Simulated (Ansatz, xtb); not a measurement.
## Relative energy of two isomers of C8H6

Structure X is `C#CC#C/C=C/C=C`, a singlet and structure Y is `C#CC1=CC(=C)C=C1`, a singlet. Both are isolated molecules in the gas phase, relaxed with PBE-D3(BJ)/def2-SVP; the shapes shown needn't be the lowest conformers.

X (Å):

```xyz
14

C    -2.6149    3.3882   -1.9920
C    -1.9817    2.5179   -1.3898
C    -1.2832    1.5566   -0.7245
C    -0.6393    0.6861   -0.1187
C     0.0575   -0.3242    0.5665
C     1.3579   -0.2289    0.9942
C     2.0465   -1.2867    1.6971
C     3.3309   -1.2068    2.1254
H    -3.1692    4.1508   -2.5204
H    -0.4971   -1.2605    0.7687
H     1.9157    0.7023    0.7950
H     1.4701   -2.2102    1.8866
H     3.9341   -0.3004    1.9530
H     3.8136   -2.0399    2.6575
```

Y (Å):

| atom | x (Å) | y (Å) | z (Å) |
| --- | --- | --- | --- |
| C | -0.7649 | 3.5534 | -0.2800 |
| C | -0.3130 | 2.4513 | 0.0178 |
| C | 0.2093 | 1.1900 | 0.3982 |
| C | 0.5012 | 0.1177 | -0.4212 |
| C | 1.0183 | -0.9660 | 0.4211 |
| C | 1.4222 | -2.1950 | 0.0045 |
| C | 1.0162 | -0.4665 | 1.8106 |
| C | 0.5378 | 0.8095 | 1.8000 |
| H | -1.1629 | 4.5205 | -0.5526 |
| H | 0.3738 | 0.0721 | -1.5091 |
| H | 1.3868 | -2.4784 | -1.0590 |
| H | 1.7972 | -2.9444 | 0.7189 |
| H | 1.3489 | -1.0467 | 2.6805 |
| H | 0.4013 | 1.4799 | 2.6582 |

Estimate which is lower in electronic energy at CCSD(T)/def2-SVP, and by roughly how much.

The CCSD(T)/def2-SVP calculation puts structure Y lower, by 128.9 kJ/mol.

How the difference moves with the method:

```json
{"level": "GFN2-xTB", "geometry": "GFN2-xTB", "E(Y) − E(X) (kJ/mol)": "−133.0", "departure from the last row (kJ/mol)": "−4.1", "job, with rough time for the two": "optimisation, 0.15 s"}
{"level": "HF/STO-3G", "geometry": "GFN2-xTB", "E(Y) − E(X) (kJ/mol)": "−178.0", "departure from the last row (kJ/mol)": "−49.1", "job, with rough time for the two": "single point, 0.38 s"}
{"level": "r2SCAN-D4/def2-SVP", "geometry": "GFN2-xTB", "E(Y) − E(X) (kJ/mol)": "−126.3", "departure from the last row (kJ/mol)": "+2.6", "job, with rough time for the two": "single point, 3.5 s"}
{"level": "PBE-D3(BJ)/def2-SVP", "geometry": "PBE-D3(BJ)/def2-SVP", "E(Y) − E(X) (kJ/mol)": "−122.3", "departure from the last row (kJ/mol)": "+6.7", "job, with rough time for the two": "optimisation, 18 s"}
{"level": "HF/def2-SVP", "geometry": "PBE-D3(BJ)/def2-SVP", "E(Y) − E(X) (kJ/mol)": "−129.6", "departure from the last row (kJ/mol)": "−0.6", "job, with rough time for the two": "part of the CCSD(T) run"}
{"level": "MP2/def2-SVP", "geometry": "PBE-D3(BJ)/def2-SVP", "E(Y) − E(X) (kJ/mol)": "−127.0", "departure from the last row (kJ/mol)": "+2.0", "job, with rough time for the two": "part of the CCSD(T) run"}
{"level": "CCSD(T)/def2-SVP", "geometry": "PBE-D3(BJ)/def2-SVP", "E(Y) − E(X) (kJ/mol)": "−128.9", "departure from the last row (kJ/mol)": "", "job, with rough time for the two": "single point, 60 s"}
```

As drawn, Y has 1 C–C, 1 C=C in place of 1 C≡C. Structure X has no ring, Y a 5-membered ring.

The levels shown agree on the order. The largest departure from CCSD(T)/def2-SVP is that of HF/STO-3G, 49.1 kJ/mol. MP2 in a larger basis moves the difference by −1.8 kJ/mol, a step that isn't added because spin contamination makes open-shell MP2 unreliable in this search.

With thermal terms from frequencies at re-optimised GFN2-xTB minima (ideal gas, soft modes damped towards free rotors, one conformer each, 298.15 K, 1 atm): the zero-point term adds +7.6 kJ/mol; ΔH is −125.9 and ΔG −115.3 kJ/mol.

The correlated steps freeze 8 core orbitals. Codes used: Ansatz 0.2.0, xtb 6.7.1; the last row on 4 threads of Arm Neoverse V1 on a shared host.
